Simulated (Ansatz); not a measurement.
Basis-set series for CH3Cl3GeS (`C[S][Ge]([Cl])([Cl])[Cl]`). Charge 0, multiplicity 1. The structure was optimised at the PBE0-D4/def2-TZVP level. It is one conformer, not always the lowest.

| functional | basis | functions | energy (Eh) | HOMO (eV) | LUMO (eV) |
| --- | --- | --- | --- | --- | --- |
| PBE0-D4 | def2-SVP | 133 | -3894.13142 | -7.69 | -1.56 |
| PBE0-D4 | def2-TZVPP | 289 | -3895.05549 | -7.76 | -1.78 |
| ωB97M-V | def2-SVP | 133 | -3894.80450 | -9.84 | 0.60 |
| ωB97M-V | def2-TZVPP | 289 | -3895.72265 | -9.95 | 0.26 |

(1) Give the rows for def2-QZVPP. (Best estimate.)

Answers

(1) The calculation gave: 
```tsv
functional	basis	functions	energy (Eh)	HOMO (eV)	LUMO (eV)
PBE0-D4	def2-QZVPP	516	-3895.15435	-7.78	-1.85
ωB97M-V	def2-QZVPP	516	-3895.81783	-9.98	0.12
```

Positive LUMOs are unbound and depend on the basis. Scalar relativity is left out up to krypton.

Results of the Gaussian-basis code of Ansatz.
